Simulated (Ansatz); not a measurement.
`[CH3][In]([Cl])[SeH]`, 8 atoms. The species carries charge 0 and has multiplicity 1. Correlated methods include outer-core shells of In, Se, which these sets cover unevenly. Scalar relativity is left out up to krypton. In: def2 effective core potential. All runs use 4 threads of an Arm Neoverse V1 on a shared host. Correlated methods freeze the cores.

(1) How many basis functions does each run have, and how long does it take in Ansatz? RKS CAM-B3LYP-D4/def2-TZVPP energy; RKS ωB97M-V/def2-QZVPP energy; RKS PBE0-D4/def2-TZVP frequencies; RHF-CCSD(T)/def2-TZVPP energy; RKS PBE0-D4/def2-SVP energy; RKS ωB97M-V/def2-TZVPP energy and forces; RKS PBE0-D4/def2-TZVP relaxation (8 steps); RKS LC-ωPBE/def2-TZVPP energy; RKS PBE0-D4/def2-QZVPP energy; RKS ωB97X-V/def2-TZVPP energy; RHF-CCSD(T)/def2-SVP energy; direct RPA on PBE orbitals/def2-TZVPP energy. (An estimate is asked.)

Results:

(1) Ansatz gave: Other jobs shared the machine, so times are rough.

```json
{"level": "RKS PBE0-D4/def2-SVP", "job": "energy", "functions": "110", "wall time": "1.4 s", "peak host memory (GiB)": "0.43"}
{"level": "RKS LC-ωPBE/def2-TZVPP", "job": "energy", "functions": "227", "wall time": "3 s", "peak host memory (GiB)": "0.46"}
{"level": "RKS CAM-B3LYP-D4/def2-TZVPP", "job": "energy", "functions": "227", "wall time": "4.4 s", "peak host memory (GiB)": "0.88"}
{"level": "direct RPA on PBE orbitals/def2-TZVPP", "job": "energy", "functions": "227", "wall time": "5.5 s", "peak host memory (GiB)": "0.55"}
{"level": "RKS ωB97X-V/def2-TZVPP", "job": "energy", "functions": "227", "wall time": "9 s", "peak host memory (GiB)": "0.94"}
{"level": "RHF-CCSD(T)/def2-SVP", "job": "energy", "functions": "110", "wall time": "9 s", "peak host memory (GiB)": "0.54"}
{"level": "RKS PBE0-D4/def2-QZVPP", "job": "energy", "functions": "418", "wall time": "9.5 s", "peak host memory (GiB)": "1.8"}
{"level": "RKS ωB97M-V/def2-TZVPP", "job": "energy and forces", "functions": "227", "wall time": "14 s", "peak host memory (GiB)": "0.96"}
{"level": "RKS ωB97M-V/def2-QZVPP", "job": "energy", "functions": "418", "wall time": "21 s", "peak host memory (GiB)": "2"}
{"level": "RKS PBE0-D4/def2-TZVP", "job": "relaxation (8 steps)", "functions": "190", "wall time": "37 s", "peak host memory (GiB)": "0.63"}
{"level": "RKS PBE0-D4/def2-TZVP", "job": "frequencies", "functions": "190", "wall time": "2.4 min", "peak host memory (GiB)": "0.63"}
{"level": "RHF-CCSD(T)/def2-TZVPP", "job": "energy", "functions": "227", "wall time": "3.6 min", "peak host memory (GiB)": "4.1"}
```

LC-ωPBE has ω = 0.4 bohr⁻¹.
